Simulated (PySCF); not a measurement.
Computed shifts of a molecule C₂H₇AlOS, PBE0/pcSseg-1 (PySCF), GIAO, gas phase, atoms alike by connectivity averaged where their shifts nearly agree, in ppm (number of nuclei): ¹³C: 57.5 (1), -10.4 (1). ¹H: 4.23 (3), 0.50 (1), -0.02 (3). References: ¹³C against TMS (σ = 186.3 ppm); ¹H against TMS (σ = 31.56 ppm); ¹⁷O against H2O (σ = 334.2 ppm); ³³S against H2S (σ = 716.7 ppm), references at their B3LYP-D3(BJ)/def2-TZVP geometries, non-relativistic. Geometry: TPSSh-D3(BJ)/def2-SVP. The values are those of a single conformer.

Problem. Which structure fits?
A) C[S][Al]([CH3])[OH]
B) C[O][AlH][S]C
C) C[O][Al]([CH3])[SH]

Solution. C, C[O][Al]([CH3])[SH]
